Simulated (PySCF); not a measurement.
Ge(OH)(OEt)2(NH2), SMILES [Ge]([O]CC)([NH2])([O]CC)[OH] (GFN2-xTB optimised geometry):

```
22

C      2.723     0.991    -1.517
C      2.706     0.411    -0.111
O      1.845    -0.706     0.000
Ge     0.091    -0.706     0.000
N     -0.647    -1.623     1.375
O     -0.472    -1.549    -1.413
O     -0.380     0.991     0.000
C     -1.638     1.502     0.401
C     -2.764     1.094    -0.535
H      1.732     1.371    -1.758
H      2.994     0.222    -2.235
H      3.441     1.805    -1.574
H      2.415     1.189     0.602
H      3.699     0.035     0.160
H     -0.825    -2.591     1.144
H     -0.124    -1.593     2.240
H     -0.150    -1.222    -2.252
H     -1.871     1.172     1.418
H     -1.516     2.591     0.402
H     -2.863     0.010    -0.528
H     -2.546     1.418    -1.549
H     -3.699     1.543    -0.208
```

Level of theory: PySCF with B3LYP/def2-SVP.

Task: What are the frontier orbital energies and the dipole moment?

Result: HOMO-2 -7.69 eV, HOMO-1 -7.47 eV, HOMO -7.11 eV, LUMO 0.52 eV, LUMO+1 1.58 eV; dipole moment 0.66 D.

On the same geometry PBE/def2-SVP in PySCF gives HOMO-2 -6.35 eV, HOMO-1 -6.10 eV, HOMO -5.80 eV, LUMO -0.14 eV, LUMO+1 1.01 eV; dipole moment 0.55 D.

Meta-Löwdin charges at B3LYP/def2-SVP: C1 -0.29, C2 0.06, O3 -0.60, Ge4 1.33, N5 -0.66, O6 -0.69, O7 -0.61, C8 0.06, C9 -0.29, H10 0.10, H11 0.09, H12 0.10, H13 0.08, H14 0.09, H15 0.22, H16 0.21, H17 0.32, H18 0.08, H19 0.09, H20 0.10, H21 0.09, H22 0.10.
